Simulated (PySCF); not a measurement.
# Basis-set dependence of population analyses: `N#C[SiH2]C=O`

C₂H₃NOSi.
Numbering: `[N:1]#[C:2][SiH2:3][CH:4]=[O:5]` (hydrogens: H6, H7 on Si3; H8 on C4)

PBE0 throughout (PySCF), one geometry, spherical d and f functions. One conformer (not necessarily the lowest) at the PBE0-D3(BJ)/def2-SVP geometry, without solvent, vibrations or thermal averaging. Atoms taken as equivalent share a column and are averaged.

Mulliken charges (e):

```tsv
basis	functions	N1	C2	Si3	C4	O5	H6/H7	H8
pcSseg-0	55	-0.366	-0.256	+0.963	-0.210	-0.410	+0.018	+0.243
6-31G*	80	-0.251	-0.010	+0.444	+0.025	-0.325	-0.026	+0.167
cc-pVDZ	89	-0.100	-0.169	+0.388	+0.026	-0.176	-0.007	+0.046
def2-SVP	89	-0.045	-0.261	+0.480	-0.014	-0.203	-0.012	+0.067
aug-cc-pVDZ	146	-0.332	-0.023	+0.111	+0.340	-0.432	+0.232	-0.127
6-311+G(2d,p)	161	-0.220	-0.173	+0.628	-0.054	-0.272	-0.017	+0.125
def2-TZVP	179	-0.020	-0.236	+0.288	+0.024	-0.223	+0.029	+0.110
cc-pVTZ	196	-0.045	-0.210	+0.350	+0.056	-0.221	+0.001	+0.068
IGLO-III	214	-0.301	-0.034	+0.740	+0.091	-0.353	-0.116	+0.089
```

IAO charges (e):

```json
{"basis": "pcSseg-0", "functions": "55", "N1": "-0.169", "C2": "-0.151", "Si3": "+0.573", "C4": "-0.009", "O5": "-0.292", "H6/H7": "-0.038", "H8": "+0.124"}
{"basis": "6-31G*", "functions": "80", "N1": "-0.172", "C2": "-0.168", "Si3": "+0.684", "C4": "+0.022", "O5": "-0.327", "H6/H7": "-0.075", "H8": "+0.111"}
{"basis": "cc-pVDZ", "functions": "89", "N1": "-0.167", "C2": "-0.171", "Si3": "+0.670", "C4": "+0.023", "O5": "-0.320", "H6/H7": "-0.073", "H8": "+0.110"}
{"basis": "def2-SVP", "functions": "89", "N1": "-0.164", "C2": "-0.172", "Si3": "+0.684", "C4": "+0.021", "O5": "-0.321", "H6/H7": "-0.077", "H8": "+0.107"}
{"basis": "aug-cc-pVDZ", "functions": "146", "N1": "-0.182", "C2": "-0.161", "Si3": "+0.674", "C4": "+0.033", "O5": "-0.343", "H6/H7": "-0.069", "H8": "+0.116"}
{"basis": "6-311+G(2d,p)", "functions": "161", "N1": "-0.181", "C2": "-0.168", "Si3": "+0.705", "C4": "+0.027", "O5": "-0.345", "H6/H7": "-0.077", "H8": "+0.117"}
{"basis": "def2-TZVP", "functions": "179", "N1": "-0.178", "C2": "-0.172", "Si3": "+0.714", "C4": "+0.025", "O5": "-0.343", "H6/H7": "-0.081", "H8": "+0.115"}
{"basis": "cc-pVTZ", "functions": "196", "N1": "-0.176", "C2": "-0.170", "Si3": "+0.700", "C4": "+0.025", "O5": "-0.339", "H6/H7": "-0.077", "H8": "+0.115"}
{"basis": "IGLO-III", "functions": "214", "N1": "-0.181", "C2": "-0.170", "Si3": "+0.714", "C4": "+0.024", "O5": "-0.345", "H6/H7": "-0.080", "H8": "+0.117"}
```

Hirshfeld charges (e):

```
        basis  functions      N1      C2     Si3      C4      O5   H6/H7      H8
     pcSseg-0         55  -0.172  -0.051  +0.382  +0.058  -0.180  -0.040  +0.044
       6-31G*         80  -0.179  -0.037  +0.366  +0.069  -0.184  -0.044  +0.052
      cc-pVDZ         89  -0.173  -0.044  +0.378  +0.061  -0.173  -0.047  +0.045
     def2-SVP         89  -0.177  -0.037  +0.384  +0.065  -0.182  -0.048  +0.045
  aug-cc-pVDZ        146  -0.187  -0.041  +0.391  +0.059  -0.192  -0.043  +0.055
6-311+G(2d,p)        161  -0.188  -0.040  +0.394  +0.061  -0.195  -0.043  +0.055
    def2-TZVP        179  -0.185  -0.037  +0.387  +0.060  -0.190  -0.044  +0.053
      cc-pVTZ        196  -0.184  -0.037  +0.384  +0.061  -0.187  -0.044  +0.052
     IGLO-III        214  -0.190  -0.037  +0.389  +0.061  -0.194  -0.041  +0.053
```

ESP-fitted charges (e):

```tsv
basis	functions	N1	C2	Si3	C4	O5	H6/H7	H8
pcSseg-0	55	-0.385	+0.196	+0.243	+0.320	-0.385	-0.013	+0.037
6-31G*	80	-0.350	+0.178	+0.195	+0.322	-0.345	-0.011	+0.022
cc-pVDZ	89	-0.332	+0.150	+0.205	+0.311	-0.333	-0.010	+0.019
def2-SVP	89	-0.342	+0.163	+0.207	+0.330	-0.351	-0.012	+0.016
aug-cc-pVDZ	146	-0.370	+0.193	+0.167	+0.355	-0.374	+0.003	+0.024
6-311+G(2d,p)	161	-0.363	+0.179	+0.193	+0.335	-0.371	-0.002	+0.032
def2-TZVP	179	-0.363	+0.184	+0.188	+0.335	-0.363	-0.004	+0.027
cc-pVTZ	196	-0.354	+0.171	+0.209	+0.317	-0.352	-0.009	+0.029
IGLO-III	214	-0.364	+0.181	+0.191	+0.336	-0.368	-0.003	+0.029
```

Which scheme is steadiest as the basis changes?

Largest range over the bases for any column: Hirshfeld 0.03 e, ESP-fitted 0.08 e, IAO 0.14 e, Mulliken 0.85 e. Hirshfeld charges move least and Mulliken charges most, counted in e.

How much do the charges still move between the two largest bases, cc-pVTZ and IGLO-III?

At most, over all atoms: Mulliken 0.390 e, IAO 0.014 e, Hirshfeld 0.007 e, ESP-fitted 0.020 e.

What do the same runs give for the total energy, the frontier levels and the dipole moment?

| basis | energy (Eh) | HOMO (eV) | LUMO (eV) | μ (D) |
| --- | --- | --- | --- | --- |
| pcSseg-0 | -496.2404 | -7.82 | -2.25 | 1.47 |
| 6-31G* | -497.0569 | -7.59 | -2.04 | 1.41 |
| cc-pVDZ | -497.0897 | -7.56 | -2.10 | 1.48 |
| def2-SVP | -496.8298 | -7.67 | -2.21 | 1.43 |
| aug-cc-pVDZ | -497.1066 | -7.84 | -2.47 | 1.52 |
| 6-311+G(2d,p) | -497.1521 | -7.87 | -2.51 | 1.48 |
| def2-TZVP | -497.1714 | -7.82 | -2.44 | 1.48 |
| cc-pVTZ | -497.1642 | -7.77 | -2.36 | 1.48 |
| IGLO-III | -497.1746 | -7.85 | -2.49 | 1.50 |

The dipole is fixed by the density alone, so its range of 0.11 D shows that the density itself changes with the basis, not only its division among atoms.
